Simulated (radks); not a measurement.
Results of a calculation; reference values are marked as such.
Si, configuration [Ne] 3s2 3p2 (the NIST ground configuration). Code: a radial shooting solver on a logarithmic mesh with Libxc functionals. Model: scalar-relativistic Kohn-Sham, PBE, spin-polarised, spherical densities, finite nucleus; open shells are filled with parallel spins first; Fermi nuclear charge, rms radius 3.1224 fm; hard spherical wall at 6 bohr.

Normalised radial functions P(r) = r R(r), r in bohr:

r           3p up
0.003581   0.0003
0.004515   0.0004
0.00574    0.0007
0.007239   0.0011
0.009203   0.0017
0.01161    0.0026
0.01475    0.0042
0.01861    0.0064
0.02365    0.0100
0.02983    0.0152
0.03792    0.0232
0.04782    0.0345
0.0608     0.0510
0.07667    0.0730
0.09669    0.1016
0.1229     0.1385
0.155      0.1794
0.1971     0.2225
0.2485     0.2568
0.3159     0.2724
0.3984     0.2543
0.5065     0.1889
0.6388     0.0756
0.812     -0.0871
1.024     -0.2695
1.302     -0.4544
1.642     -0.5961
2.07      -0.6607
2.632     -0.6241
3.319     -0.4963
4.22      -0.3077
5.322     -0.1094

3p up: eigenvalue -3.691 eV, 1 radial node at r = 0.719 bohr, <r> = 2.53 bohr, 90 % of the charge inside 3.83 bohr.
